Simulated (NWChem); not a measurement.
System meant: CH$_{5}$BO$_{2}$; SMILES CB(O)O

The following NWChem deck was run.

```
start job
memory heap 200 mb stack 900 mb global 1100 mb
geometry units angstroms noautosym nocenter noautoz
  B     -0.002936     0.116332     0.000465
  C     -0.069280    -1.474544     0.002708
  H      0.435181    -1.891463    -0.879781
  H     -1.088850    -1.878378     0.009713
  H      0.446456    -1.889813     0.879431
  O     -1.112308     0.918678    -0.001098
  H     -1.927555     0.401361    -0.000904
  O      1.189312     0.793338    -0.000308
  H      1.945014     0.191661     0.001146
end
basis spherical
  * library def2-svp
end
dft
  xc xtpss03 ctpss03
  iterations 150
end
property
  shielding 8 1 2 3 4 6 7 8 9
end
task dft property
```

End of the output:

```
 Vector   19  Occ=0.000000D+00  E= 6.705898D-02
              MO Center= -7.4D-02,  6.4D-02,  1.6D-03, r^2= 6.9D+00
   Bfn.  Coefficient  Atom+Function         Bfn.  Coefficient  Atom+Function
  ----- ------------  ---------------      ----- ------------  ---------------
    59      1.023884  7 H  s                 78     -1.021801  9 H  s
    65      0.473801  8 O  s                 46     -0.461082  6 O  s
    35      0.350319  4 H  s                 50      0.285048  6 O  px
    21      0.263196  2 C  px                69      0.255511  8 O  px
    40     -0.232291  5 H  s                 30     -0.228191  3 H  s

 center of mass
 --------------
 x =   0.00556327 y =   0.18455487 z =   0.00078080

 moments of inertia (a.u.)
 ------------------
         220.526987438588           0.252056738921          -0.051851306733
           0.252056738921         189.888883269986           0.307784993204
          -0.051851306733           0.307784993204         399.276148701565

     Multipole analysis of the density
     ---------------------------------

     L   x y z        total         alpha         beta         nuclear
     -   - - -        -----         -----         ----         -------
     0   0 0 0     -0.000000    -16.000000    -16.000000     32.000000

     1   1 0 0     -0.037854     -0.015070     -0.015070     -0.007714
     1   0 1 0     -1.010187     -0.848921     -0.848921      0.687656
     1   0 0 1      0.001027     -0.015483     -0.015483      0.031993

     2   2 0 0    -13.074918    -60.666270    -60.666270    108.257621
     2   1 1 0     -0.513496     -0.189222     -0.189222     -0.135052
     2   1 0 1      0.003856     -0.013903     -0.013903      0.031662
     2   0 2 0    -21.162751    -74.459387    -74.459387    127.756023
     2   0 1 1      0.005144      0.091826      0.091826     -0.178507
     2   0 0 2    -17.964862    -11.745659    -11.745659      5.526456

          -----------------------------------------
          Chemical Shielding Tensors (GIAO, in ppm)
          -----------------------------------------

 ------------------------------------------------------------------------
  xtpss03: d2 not coded                    0
 ------------------------------------------------------------------------
 ------------------------------------------------------------------------
  current input line :
    24: task dft property
 ------------------------------------------------------------------------
 ------------------------------------------------------------------------
 This error has not yet been assigned to a category
 ------------------------------------------------------------------------
 For more information see the NWChem manual at https://nwchemgit.github.io

0: xtpss03: d2 not coded:Received an Error in Communication
```

Find the fault in this run and fix the input.

The run crashed. Cause: this functional's second derivatives, which shieldings need, aren't coded here; the fix takes a hybrid GGA instead. This input runs:
```
start job
memory heap 200 mb stack 900 mb global 1100 mb
geometry units angstroms noautosym nocenter noautoz
  B     -0.002936     0.116332     0.000465
  C     -0.069280    -1.474544     0.002708
  H      0.435181    -1.891463    -0.879781
  H     -1.088850    -1.878378     0.009713
  H      0.446456    -1.889813     0.879431
  O     -1.112308     0.918678    -0.001098
  H     -1.927555     0.401361    -0.000904
  O      1.189312     0.793338    -0.000308
  H      1.945014     0.191661     0.001146
end
basis spherical
  * library def2-svp
end
dft
  xc pbe0
  iterations 150
end
property
  shielding 8 1 2 3 4 6 7 8 9
end
task dft property
```
It converges to -216.12363 Ha (PBE0/def2-SVP, GIAO).
